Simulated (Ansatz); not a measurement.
One change: `[CH3][Al]1[CH2][CH2]1` becomes `[I][Al]1[CH2][CH2]1`.

Ansatz, PBE0-D4/def2-TZVP geometries, multiplicity 1. 

Elements past krypton have def2 core potentials.  Spin–orbit coupling is left out; it splits and shifts lone-pair levels of the heavy atoms by tenths of an eV.

```csv
property,`[CH3][Al]1[CH2][CH2]1`
size of the dipole moment (PBE/def2-TZVPP) / D,1.66
HOMO–LUMO gap (PBE/def2-TZVPP) / eV,3.02
LUMO energy (ωB97M-V/def2-TZVPP) / eV,0.86
LUMO energy (PBE/def2-TZVPP) / eV,-1.47
HOMO energy (PBE/def2-TZVPP) / eV,-4.49
LUMO energy (PBE0/def2-TZVPP) / eV,-0.69
```

(1) Give the same properties after the change, and the shifts. (Best estimate.)

Results:

(1) Computed: 
```csv
property,`[I][Al]1[CH2][CH2]1`,shift
size of the dipole moment (PBE/def2-TZVPP) / D,0.04,-1.62
HOMO–LUMO gap (PBE/def2-TZVPP) / eV,2.93,-0.09
LUMO energy (ωB97M-V/def2-TZVPP) / eV,0.39,-0.47
LUMO energy (PBE/def2-TZVPP) / eV,-2.05,-0.58
HOMO energy (PBE/def2-TZVPP) / eV,-4.98,-0.49
LUMO energy (PBE0/def2-TZVPP) / eV,-1.25,-0.56
```

With PBE0 the HOMO falls by 0.49 eV and the LUMO falls by 0.56 eV, so the gap narrows by about 0.07 eV. PBE moves the HOMO by -0.49 eV and ωB97M-V by -0.47 eV.
